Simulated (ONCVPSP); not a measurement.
# Which change was made? (Sb, ONCV)

ONCVPSP 4.0.1 input, shortened (lines: element, Z, core and valence counts, functional; n l f; lmax; l rc ep ncon nbas qcut; lloc lpopt rc5 dvloc0; l nproj debl; icmod fcfact rcfact), LDA (Perdew-Zunger), scalar-relativistic:

```
  Sb 51.00    9    2        3      upf
    1    0    2.00
    2    0    2.00
    2    1    6.00
    3    0    2.00
    3    1    6.00
    3    2   10.00
    4    0    2.00
    4    1    6.00
    4    2   10.00
    5    0    2.00
    5    1    1.00
    1
    0    2.00    0.00    4    8    2.70
    1    1.80    0.00    4    9    4.90
    4    5    1.15    3.00
    0    2    2.30
    1    2    3.60
    2    0.50    1.00
```

Cutoffs, loose and tight: the cutoffs (Ha) at which the residual kinetic energy of the hardest occupied pseudo-wave falls to 1 and 0.1 mHa per electron. They do not see the model core or the augmentation charge, which bear on the density cutoff. Test errors are all-electron minus pseudo excitation energies from the reference, over the configurations 5s2 5p3; 5s2 5p2; 5s2 5p0; 5s1 5p4; variants that change the core or the reference have their own tests.

The base gives: outcome: generated; cutoff, loose: 36 Ha; cutoff, tight: 68 Ha; bound ghosts: s; GHOST(+) flags above zero: p; largest test error (meV): -20.

After one change the result is: outcome: generated; cutoff, loose: 15 Ha; cutoff, tight: 38 Ha; bound ghosts: s, p; GHOST(+) flags above zero: p; largest test error (meV): -22. Which change was it?
A. s: qcut 3.8; p: qcut 6.8
B. s: qcut 3.5; p: qcut 6.4
C. s: qcut 3.1; p: qcut 5.6

B. The others give: s: qcut 3.8; p: qcut 6.8 → outcome: failed: ERROR pspot: first pseudo wave function has node, program will stop | s: qcut 3.1; p: qcut 5.6 → outcome: generated; cutoff, loose: 23 Ha; cutoff, tight: 42 Ha; bound ghosts: s, p; GHOST(+) flags above zero: none; largest test error (meV): -21.
